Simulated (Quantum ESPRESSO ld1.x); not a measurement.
These are the eigenvalues of the occupied orbitals of an atom or ion with whole-number occupations (Ry). All-electron calculation, scalar-relativistic Kohn-Sham, LDA (Slater exchange, Perdew-Wang correlation), spin-polarised, spherical densities, point nucleus. Program: ld1.x of Quantum ESPRESSO 7.5.

1s up: -1813.62
1s down: -1813.31
2s up: -362.350
2s down: -362.061
2p up: -338.272
2p down: -337.930
3s up: -139.956
3s down: -138.978
3p up: -132.319

Which element is it, and in what charge state? The configuration may be excited. Open shells, if any, are filled with parallel spins first.

Answer. Z = 45, rhodium, charge +31: Rh31+ in [Ne] 3s2 3p2. The list shows which subshells hold electrons but not how many an open one holds; the 1s level, -906.81 hartree, gives Z - s = 42.6 by -(Z - s)^2/2, which with screening and relativity narrows Z to a few neighbours, and the depths of the outer levels then fix element, charge and occupations together.
